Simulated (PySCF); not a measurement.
## Mayer bond orders and bond lengths

Species: C4H10P2Si.
Numbering: `[CH2:1]=[CH:2][CH2:3]/[P:4]=[P:5]/[CH2:6][SiH3:7]` (hydrogens: H8, H9 on C1; H10 on C2; H11, H12 on C3; H13, H14 on C6; H15, H16, H17 on Si7)

Geometry (GFN2-xTB, Å), atoms numbered from 1 in this order:
```
atom  x, y, z in Å
C1    -2.2140    0.7073    1.3522
C2    -2.8137    0.3996    0.2190
C3    -2.1977   -0.3530   -0.9172
P4    -0.5594   -1.1555   -0.5050
P5     0.6742    0.2134   -1.3614
C6     2.3247   -0.5030   -0.9263
Si7    2.9335    0.1232    0.7727
H8    -2.7108    1.2616    2.1300
H9    -1.1929    0.4151    1.5491
H10   -3.8378    0.7091    0.0444
H11   -2.0763    0.3199   -1.7726
H12   -2.8838   -1.1506   -1.2253
H13    3.0284   -0.1978   -1.7023
H14    2.2734   -1.5911   -0.9267
H15    2.9401    1.5870    0.7659
H16    4.2851   -0.3954    0.9908
H17    2.0199   -0.3776    1.8016
```

Bond orders from the PBE0/pcSseg-1 density (PySCF). Geometry: GFN2-xTB, one conformer, isolated molecule.

Question: How far do the computed orders between heavy atoms stray from the drawn ones?

Answer: The largest departure is 0.192, at P4–P5 (drawn double, 1.808). Drawn single, order below 0.88: C6–Si7 (0.865).

Question: Set the Mayer orders of the bonds between heavy atoms beside their lengths.

Answer: 
| bond | drawn as | length (Å) | Mayer order |
| --- | --- | --- | --- |
| C1–C2 | double | 1.319 | 1.996 |
| C2–C3 | single | 1.496 | 1.018 |
| C3–P4 | single | 1.870 | 0.960 |
| P4–P5 | double | 2.032 | 1.808 |
| P5–C6 | single | 1.851 | 0.965 |
| C6–Si7 | single | 1.910 | 0.865 |

Bonds between the same two heavy elements. C–C: lowest C2–C3 (1.018, 1.496 Å), highest C1–C2 (1.996, 1.319 Å). C–P: all 2 within 0.02 of one another (0.960 to 0.965).

Question: And the bonds to hydrogen?

Answer: C–H: 0.92 to 0.96 (7 bonds); H–Si: 0.94 to 0.95 (3 bonds).

Question: Sum the orders of all bonds at each heavy atom with more than one neighbour and set the sums beside the valence in the SMILES.

Answer: C1 3.880 (drawn 4), C2 3.972 (drawn 4), C3 3.820 (drawn 4), P4 2.768 (drawn 3), P5 2.773 (drawn 3), C6 3.689 (drawn 4), Si7 3.701 (drawn 4). Orders between atoms that aren't bonded are not in these sums.

For a closed shell the Mayer order of atoms A and B is Σ (PS)μν (PS)νμ over the basis functions μ on A and ν on B, with P the density and S the overlap matrix.
